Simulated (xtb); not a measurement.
thiooxirane (C₂H₄S), singlet, at a GFN2-xTB geometry; GFN1-xTB with ALPB(cs2) (xtb).

The xtb input:
```
$ xtb mol.xyz --gfn 1 --alpb cs2 --json

# file mol.xyz
7

C      0.01173100    -0.72708757    -0.79850692
S      0.00262325    -0.01384904     0.85337863
C     -0.01656607     0.75261357    -0.77440663
H     -0.88881533    -1.25980956    -1.07214441
H      0.93050588    -1.22493589    -1.07717098
H      0.88233454     1.29402388    -1.03614401
H     -0.93698668     1.25915021    -1.03111744
```

Question: Write the output that xtb gives for this input, abridged.

Answer: 
```
   ID    Z sym.   atoms
    1    6 C      1, 3
    2   16 S      2
    3    1 H      4-7

           -------------------------------------------------
          |                Calculation Setup                |
           -------------------------------------------------

           -------------------------------------------------
          |                 G F N 1 - x T B                 |
           -------------------------------------------------

      * Solvation model:               ALPB
        Solvent                        cs2
        Parameter file                 internal GFN1-xTB/ALPB
        Dielectric constant                2.6400E+00
        Reference state                gsolv [1 M gas/solution]
        Free energy shift                  5.5033E-03 Eh       3.4534E+00 kcal/mol
        Temperature                        2.9815E+02 K
        Density                            1.2600E+00 kg/L
        Solvent mass                       7.6140E+01 g/mol
        Interaction kernel             P16
        Born radius scaling (c1)           1.3403E+00
        Born radii integrator          GBOBC
        Born offset                        0.0000E+00 a0       0.0000E+00 AA
        H-bond correction              false
        Ion screening                  false
        Surface tension                    1.0000E-05 Eh       1.5569E+01 dyn/cm
        Grid points                               230 per atom

          ...................................................
          :                      SETUP                      :
          :.................................................:
          :  # basis functions                  26          :
          :  # atomic orbitals                  25          :
          :  # shells                           15          :
          :  # electrons                        18          :
          :  # halogen bonds                     0          :
          :  max. iterations                   250          :
          :  Hamiltonian                  GFN1-xTB          :
          :  restarted?                      false          :
          :  GBSA solvation                   true          :
          :  PC potential                    false          :
          :  electronic temp.          300.0000000     K    :
          :  accuracy                    1.0000000          :
          :  -> integral cutoff          0.2500000E+02      :
          :  -> integral neglect         0.1000000E-07      :
          :  -> SCF convergence          0.1000000E-05 Eh   :
          :  -> wf. convergence          0.2000000E-04 e    :
          :  Broyden damping             0.4000000          :
          :  net charge                          0          :
          :  unpaired electrons                  0          :
          ...................................................

 iter      E             dE          RMSdq      gap      omega  full diag
   1    -10.1380254 -0.101380E+02  0.734E+00    4.99       0.0  T
   2    -10.1518556 -0.138302E-01  0.458E+00    4.61       1.0  T
   3    -10.1517203  0.135280E-03  0.617E-01    4.79       1.0  T
   4    -10.1528504 -0.113006E-02  0.181E-01    4.66       1.0  T
   5    -10.1529287 -0.782757E-04  0.196E-02    4.68       1.9  T
   6    -10.1529306 -0.193329E-05  0.148E-04    4.68     255.5  T
   7    -10.1529306  0.344809E-10  0.144E-04    4.68     262.8  T
   8    -10.1529306 -0.510099E-10  0.711E-08    4.68  100000.0  T

   *** convergence criteria satisfied after 8 iterations ***

         :::::::::::::::::::::::::::::::::::::::::::::::::::::
         ::                     SUMMARY                     ::
         :::::::::::::::::::::::::::::::::::::::::::::::::::::
         :: total energy             -10.049947311582 Eh    ::
         :: total w/o Gsasa/hb       -10.046537474256 Eh    ::
         :: gradient norm              0.006721154823 Eh/a0 ::
         :: HOMO-LUMO gap              4.676465888958 eV    ::
         ::.................................................::
         :: SCC energy               -10.152930592967 Eh    ::
         :: -> electrostatic           0.005351914501 Eh    ::
         :: -> Gsolv                  -0.004321355219 Eh    ::
         ::    -> Gelec               -0.000911517894 Eh    ::
         ::    -> Gsasa               -0.008913146585 Eh    ::
         ::    -> Ghb                  0.000000000000 Eh    ::
         ::    -> Gshift               0.005503309259 Eh    ::
         :: repulsion energy           0.104694910032 Eh    ::
         :: dispersion energy         -0.001711628647 Eh    ::
         :: halogen bond corr.         0.000000000000 Eh    ::
         :: add. restraining           0.000000000000 Eh    ::
         :: total charge              -0.000000000000 e     ::
         :::::::::::::::::::::::::::::::::::::::::::::::::::::

           -------------------------------------------------
          |                Property Printout                |
           -------------------------------------------------

    * Orbital Energies and Occupations

         #    Occupation            Energy/Eh            Energy/eV
      -------------------------------------------------------------
         1        2.0000           -0.8531110             -23.2143
         2        2.0000           -0.6506704             -17.7056
         3        2.0000           -0.6152947             -16.7430
         4        2.0000           -0.5699035             -15.5079
         5        2.0000           -0.5387380             -14.6598
         6        2.0000           -0.5019211             -13.6580
         7        2.0000           -0.4759610             -12.9516
         8        2.0000           -0.4583812             -12.4732
         9        2.0000           -0.3900169             -10.6129 (HOMO)
        10                         -0.2181599              -5.9364 (LUMO)
        11                         -0.1563288              -4.2539
        12                         -0.1156727              -3.1476
        13                         -0.0845883              -2.3018
        14                         -0.0823097              -2.2398
        15                         -0.0573108              -1.5595
        16                         -0.0184873              -0.5031
        17                         -0.0141609              -0.3853
        18                         -0.0117898              -0.3208
        19                          0.0449807               1.2240
        20                          0.1951563               5.3105
       ...                                ...                  ...
        25                          0.4190266              11.4023
      -------------------------------------------------------------
                  HL-Gap            0.1718570 Eh            4.6765 eV
             Fermi-level           -0.3040884 Eh           -8.2747 eV

  Mulliken/CM5 charges         n(s)   n(p)   n(d)
     1C     0.01274 -0.07915   1.020  2.967  0.000
     2S    -0.15977 -0.19934   1.938  4.234 -0.012
     3C     0.01274 -0.07915   1.020  2.967  0.000
     4H     0.03357  0.08941   0.966  0.000  0.000
     5H     0.03357  0.08941   0.966  0.000  0.000
     6H     0.03357  0.08941   0.966  0.000  0.000
     7H     0.03357  0.08941   0.966  0.000  0.000

Wiberg/Mayer (AO) data.
largest (>0.10) Wiberg bond orders for each atom

 ---------------------------------------------------------------------------
     #   Z sym  total        # sym  WBO       # sym  WBO       # sym  WBO
 ---------------------------------------------------------------------------
     1   6 C    3.958 --     3 C    1.043     4 H    0.986     5 H    0.986
                             2 S    0.942
     2  16 S    1.941 --     3 C    0.942     1 C    0.942
     3   6 C    3.958 --     1 C    1.043     6 H    0.986     7 H    0.986
                             2 S    0.942
     4   1 H    1.014 --     1 C    0.986
     5   1 H    1.014 --     1 C    0.986
     6   1 H    1.014 --     3 C    0.986
     7   1 H    1.014 --     3 C    0.986
 ---------------------------------------------------------------------------

Topologies differ in total number of bonds
Writing topology from bond orders to xtbtopo.mol

 dipole moment from electron density (au)
     X       Y       Z
  -0.0019   0.0102  -0.6279  total (Debye):    1.596

           -------------------------------------------------
          | TOTAL ENERGY              -10.049947311582 Eh   |
          | GRADIENT NORM               0.006721154823 Eh/α |
          | HOMO-LUMO GAP               4.676465888958 eV   |
           -------------------------------------------------

normal termination of xtb
```
